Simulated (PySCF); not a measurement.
Another site gives an ion 67524.75 eV lower (`O[SiH2]Br`) at the level CAM-B3LYP-D3(BJ)/def2-TZVPD (PySCF).

```xyz
7

N      2.5636    -0.2546    -0.1024
C      1.4183    -0.2968    -0.0768
Si    -0.4370    -0.3528    -0.0125
O     -1.0476     1.1295    -0.3007
H     -0.7715    -0.8700     1.3247
H     -0.8980    -1.2343    -1.0889
H     -0.8277     1.8788     0.2567
```

Charge 0, multiplicity 1.

Problem. Give the Mulliken and meta-Löwdin atomic charges from PySCF with TPSSh-D3(BJ)/def2-TZVPD // CAM-B3LYP-D3(BJ)/def2-TZVPD.

Solution. 
```tsv
atom	Mulliken (e)	meta-Löwdin (e)
N1	-0.23	-0.17
C2	0.08	-0.17
Si3	0.23	0.93
O4	-0.49	-0.74
H5	0.03	-0.12
H6	0.04	-0.10
H7	0.34	0.36
```
